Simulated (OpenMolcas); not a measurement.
**Dy2+ in a point-charge field**

Dy2+ among 7 point charges of -0.5 e arranged as a pentagonal bipyramid (D5h), 2.55 Å from the ion, with the axial distance 2.831 Å.
```
   2.5500    0.0000    0.0000  -0.50
   0.7880    2.4252    0.0000  -0.50
  -2.0630    1.4989    0.0000  -0.50
  -2.0630   -1.4989    0.0000  -0.50
   0.7880   -2.4252    0.0000  -0.50
   0.0000    0.0000    2.8305  -0.50
   0.0000    0.0000   -2.8305  -0.50
```

```json
{
  "Program": "OpenMolcas",
  "Method": "CASSCF",
  "Basis": "ANO-RCC-VDZP [7s6p4d2f1g]",
  "Scalar Hamiltonian": "DKH2, point nucleus",
  "Active space": "10 electrons in 7 orbitals (4f)",
  "State averaging": "2S+1 = 5 even, 35 roots (33 in the spin-orbit step); 2S+1 = 3 even, 106 roots kept (CI in the orbitals of an earlier block); 2S+1 = 1 even, 35 roots kept (CI in the orbitals of an earlier block, 31 in the spin-orbit step)",
  "Spin-orbit coupling": "state interaction with AMFI integrals over the reference wave functions"
}
```

The lowest spin-free states, above the lowest:

```
   State  Degeneracy  E (cm-1)  Free-ion L (%)
2S+1 = 5           1       0.0         I (100)
2S+1 = 5           2      11.3         I (100)
2S+1 = 5           2      42.2         I (100)
2S+1 = 5           2      84.5         I (100)
2S+1 = 5           2     126.8         I (100)
2S+1 = 5           2     157.4         I (100)
2S+1 = 5           2     168.6         I (100)
2S+1 = 5           2     16341         F (100)
2S+1 = 5           1     16497         S (100)
2S+1 = 5           2     16522         F (100)
2S+1 = 5           2     16578         F (100)
2S+1 = 5           1     16593         F (100)
2S+1 = 3           2     19529         K (100)
2S+1 = 3           2     19545         K (100)
2S+1 = 3           2     19555         K (100)
2S+1 = 3           5     19559         K (100)
2S+1 = 3           2     19560         K (100)
2S+1 = 3           2     19560         K (100)
2S+1 = 3           1     24894         H (100)
2S+1 = 3           2     24906         H (100)
```

The lowest levels with spin-orbit coupling:

```tsv
E (cm-1)	Degeneracy	2S+1	J	|mJ| (%)	g
0.0	1	5	8.00	0 (100)	
5.2	2	5	8.00	1 (100)	0.00 0.00 2.50
20.1	2	5	8.00	2 (100)	0.00 0.00 5.00
42.8	2	5	8.00	3 (100)	0.00 0.00 7.49
70.2	2	5	8.00	4 (100)	0.00 0.00 9.98
98.3	2	5	8.00	5 (100)	0.00 0.00 12.46
123.0	2	5	8.00	6 (100)	0.00 0.00 14.94
140.3	2	5	8.00	7 (100)	0.00 0.00 17.42
147.1	2	5	8.00	8 (100)	0.00 0.00 19.91
4253	1	5	7.00	0 (100)	
4258	2	5	7.00	1 (100)	0.00 0.00 2.37
4272	2	5	7.00	2 (100)	0.00 0.00 4.73
4293	2	5	7.00	3 (100)	0.00 0.00 7.08
4319	2	5	7.00	4 (100)	0.00 0.00 9.43
4347	2	5	7.00	5 (100)	0.00 0.00 11.77
4371	2	5	7.00	6 (100)	0.00 0.00 14.11
4387	2	5	7.00	7 (100)	0.00 0.00 16.46
7399	1	5	6.00	0 (100)	
7405	2	5	6.00	1 (100)	0.00 0.00 2.17
7420	2	5	6.00	2 (100)	0.00 0.00 4.32
```

Powder χT (cm3 K/mol): 7.03 at 2 K, 12.4 at 10 K, 13.7 at 50 K, 13.9 at 100 K, 13.9 at 200 K, 14 at 300 K. The effective moment at 300 K is 2.828 √(χT) = 10.56 μB.

Hund's rules give f10 the level 5I8 with g = 1.250, so an isolated free-ion multiplet has χT = g² J(J+1) / 8 = 14.062 cm3 K/mol. The computed 13.954 at 300 K differs by -1 %, through the field's splitting, the mixing of terms and any other multiplet in reach.

Stevens parameters of the J = 8 multiplet, which is 147 cm-1 wide (cm-1, z along the main axis): B20 = 7.949e-01, B40 = -1.167e-03, B60 = 7.664e-07.

High states are left out of the spin-orbit mixing, which shifts the levels that they would mix with. This is an electrostatic model: the charges have no orbitals. An unlabelled pair can be two single states that coincide in this model. A group larger than the point group allows holds several states that coincide in this model. The first state left out of the spin-orbit step lies near 43000 cm-1 above the lowest spin-free state of the reference (among the parities and spins computed), and the lists stop at four fifths of that energy or lower. No measured value stands beside these numbers.

With an even number of electrons the g values are those of a degenerate or nearly degenerate non-Kramers pair.
